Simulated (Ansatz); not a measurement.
One change: `CC[BH][AlH2]` becomes `CCBS[SiH3]`.

Ansatz, PBE0-D4/def2-TZVP geometries, multiplicity 1. Each molecule was computed in one conformer, which needn't be the lowest.

```
                                          property  `CC[BH][AlH2]`
             HOMO energy (ωB97M-V/def2-TZVPP) / eV           -9.13
                LUMO energy (PBE0/def2-TZVPP) / eV           -1.75
           HOMO–LUMO gap (ωB97M-V/def2-TZVPP) / eV            9.28
             HOMO–LUMO gap (B3LYP/def2-TZVPP) / eV            4.90
               HOMO energy (B3LYP/def2-TZVPP) / eV           -6.83
size of the dipole moment (ωB97M-V/def2-TZVPP) / D            1.39
```

Question: Give the same properties after the change, and the shifts. (Estimate.)

Answer: The calculation gave: 
```
                                          property  `CCBS[SiH3]`  shift
             HOMO energy (ωB97M-V/def2-TZVPP) / eV        -10.08  -0.95
                LUMO energy (PBE0/def2-TZVPP) / eV         -1.12   0.63
           HOMO–LUMO gap (ωB97M-V/def2-TZVPP) / eV         10.88   1.60
             HOMO–LUMO gap (B3LYP/def2-TZVPP) / eV          6.39   1.49
               HOMO energy (B3LYP/def2-TZVPP) / eV         -7.70  -0.87
size of the dipole moment (ωB97M-V/def2-TZVPP) / D          0.57  -0.82
```

With PBE0 the HOMO falls by 0.93 eV and the LUMO rises by 0.63 eV, so the gap widens by about 1.56 eV. PBE moves the HOMO by -0.94 eV and ωB97M-V by -0.95 eV. The zero-point energy changes by 42.1 kJ/mol with +6 modes. Dipoles are sizes alone; their direction can turn.

B3LYP here is the variant with VWN-RPA as its local correlation; programs differ in this.
